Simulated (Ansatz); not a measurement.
`O[SiH2][GaH][SiH3]` + H₂ → `[SiH3][GaH2]` + `O[SiH3]`  (hydrogenolysis of a Ga–Si bond)

Program: Ansatz. Geometries: PBE0-D4/def2-TZVP. ΔE: electronic, gas phase. CBS: MP2 limit from def2 TZ/QZ plus the TZ coupled-cluster correction, frozen cores. This one scheme is used for every species. Functionals use def2-TZVPP. B3LYP here is the variant with VWN-RPA as its local correlation; programs differ in this. For Ga outer-core shells are correlated without core-valence functions, which leaves a few kJ/mol of doubt a bond. Scalar relativity is left out up to krypton. Each species was taken in one conformer, which may not be the lowest.

CCSD(T)/CBS gives -6.9 kJ/mol.

(1) Another level gave -1.2 kJ/mol. Which?
A. PBE0-D4/def2-TZVPP
B. B3LYP-D4/def2-TZVPP
C. B3LYP/def2-TZVPP
D. MP2/def2-TZVPP

Largest T1 diagnostic among the species: 0.013.

Answers

(1) A. PBE0-D4 -1.2, B3LYP-D4 -6.3, MP2/def2-TZVPP -10.5, B3LYP -16.9 kJ/mol.

The D4 term adds +10.7 kJ/mol with B3LYP and +6.2 kJ/mol with PBE0; it sums over pairs of atoms, weighted by their polarisabilities, and B3LYP, whose exchange is more repulsive, gets the larger term. In def2-TZVPP, CCSD(T) changes the Hartree–Fock value by +32.8 kJ/mol (the triples alone add +5.7 kJ/mol) and MP2 by +33.7 kJ/mol. From PBE to PBE0 (25 % exact exchange), in def2-TZVPP and without D4, ΔE moves by −8.0 kJ/mol.
